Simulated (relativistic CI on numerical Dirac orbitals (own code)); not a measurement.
**What each ingredient does to the levels of Tm34+**

Base calculation: Dirac-Coulomb-Breit CI, orbitals from a KLI potential per configuration, QED by a radiative potential, unscaled Slater integrals.

Configurations in the expansion (outside the closed core [Ar] 3d10): 4s²4p⁵, 4s4p⁶, 4s²4p⁴4d, 4s4p⁵4d, 4s²4p⁴4f, 4s4p⁵4f, 4p⁶4d, 4s4p⁴4d², 4s²4p³4d4f, 4p⁶4f, 4p⁵4d², 4p⁴4d³, 4p⁴4d²4f. Double excitations out of closed p, d and f shells are left out; levels of such configurations are missing from the list, as are those of other unlisted configurations, and high levels can miss mixing partners.

The lowest level and the first level of each name with at least 55 % of one term (blank where a level has no safe partner in the second run):

| Level | Base (cm⁻¹) | Shift (cm⁻¹) |
| --- | --- | --- |
| 4s²4p⁵ ²P°3/2 | 0 | 0 |
| 4s²4p⁵ ²P°1/2 | 510481 | +2875 |
| 4s²4p⁴4d ²D3/2 | 1148398 | +13579 |
| 4s²4p⁴4d ⁴F9/2 | 1174550 | +13231 |
| 4s²4p⁴4d ⁴D1/2 | 1521083 | +18171 |
| 4s²4p⁴4d ²G7/2 | 1599089 | +18052 |
| 4s²4p⁴4d ²G9/2 | 1702272 | +16613 |
| 4s4p⁵4d ⁴P°1/2 | 2290463 |  |
| 4s4p⁵4d ⁴F°7/2 | 2322088 |  |
| 4s4p⁵4d ⁴F°9/2 | 2379530 |  |
| 4s4p⁵4d ⁴D°7/2 | 2472362 |  |
| 4s²4p⁴4f ⁴G°11/2 | 2573304 |  |

At this charge energies of transitions that change n are usually good to better than 1 %, and those within a shell (Δn = 0) to a few per cent.

**Question.** One thing was changed in a second run, which moved the levels as shown. Which?
A. only the first 3 configurations
B. QED terms removed
C. Breit term removed

**Answer.** A. Only the first 3 configurations. With fewer configurations the levels that remain lose their mixing partners.

LS names give the leading component of a level, which can be under half, so a name can repeat, a term be missing and a line seem to break the LS rules.
